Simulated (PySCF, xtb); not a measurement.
B(CF3)(H)(OH) (CH2BF3O), SMILES OBC(F)(F)F. Other conformers were not sampled.

Harmonic wavenumbers (cm⁻¹) from GFN2-xTB run with xtb 6.7.1 at its own minimum, in rising order: 54, 176, 231, 363, 451, 466, 577, 694, 718, 858, 938, 1017, 1031, 1058, 1154, 1408, 2700, 3512.

**Question.** What does PBE0-D3(BJ)/def2-SVP (PySCF) give at its own minimum? (The exact figures need the calculation; the answer reports its results.)

**Answer.** 70, 212, 276, 392, 522, 531, 639, 757, 804, 889, 1003, 1163, 1196, 1202, 1316, 1504, 2683, 3828. Paired by order, the mean absolute difference is 90 cm⁻¹ and the zero-point energies are 24.9 and 27.1 kcal/mol.
